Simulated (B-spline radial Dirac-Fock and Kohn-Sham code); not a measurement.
Relativistic shifts of the levels of Nb⁴⁺

System: Nb⁴⁺, configuration [Kr] 4d1.

Both columns are ΔSCF binding energies of the configuration average from a radial atomic solver: non-relativistic Hartree-Fock with a point nucleus, and Dirac-Fock with a finite nucleus and the Coulomb interaction alone, averaged over the two j levels with weights 2j+1.

```
shell  Hartree-Fock (eV)  Dirac-Fock (eV)  shift (eV)  shift (%)
   1s            18647.6          19093.0     +445.44      +2.39
   2s             2661.9           2766.2     +104.31      +3.92
   2p             2437.4           2464.5      +27.15      +1.11
   3s              509.8            529.3      +19.44      +3.81
   3p              423.5            428.4       +4.90      +1.16
   3d              266.0            262.3       -3.71      -1.40
   4s              113.7            116.8       +3.03      +2.66
   4p              86.00            86.49       +0.49      +0.57
   4d              49.93            49.36       -0.57      -1.14
```

Relativity binds 1s, 2s, 2p, 3s, 3p, 4s, 4p more strongly, among those listed most of all 2s in relative terms, and 3d, 4d more weakly, because the contracted s and p shells screen the nucleus better.

Values without a named source are computed, but for edge energies of neutral atoms, which are taken from tables.
